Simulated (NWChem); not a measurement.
CH9NSi2; SMILES [SiH3]N([SiH3])C

Q: Give the equilibrium geometry at B3LYP/6-31G* (spherical d) (NWChem) as a list of bonds and angles, with the point group.

A: point group Cs; any orientation.
Bonded distances (Å): Si1–N2 1.744, Si1–H5 1.491, Si1–H6 1.494, Si1–H7 1.484, N2–C3 1.475, N2–Si4 1.744, C3–H8 1.097, C3–H9 1.097, C3–H10 1.099, Si4–H11 1.491, Si4–H12 1.484, Si4–H13 1.494. Bond angles (°): N2–Si1–H5 109.5, N2–Si1–H6 113.3, N2–Si1–H7 108.6, H5–Si1–H6 106.6, H5–Si1–H7 110.3, H6–Si1–H7 108.5, Si1–N2–C3 116.9, Si1–N2–Si4 125.5, C3–N2–Si4 116.9, N2–C3–H8 110.7, N2–C3–H9 110.7, N2–C3–H10 112.4, H8–C3–H9 107.0, H8–C3–H10 107.9, H9–C3–H10 107.9, N2–Si4–H11 109.5, N2–Si4–H12 108.6, N2–Si4–H13 113.3, H11–Si4–H12 110.3, H11–Si4–H13 106.6, H12–Si4–H13 108.5.
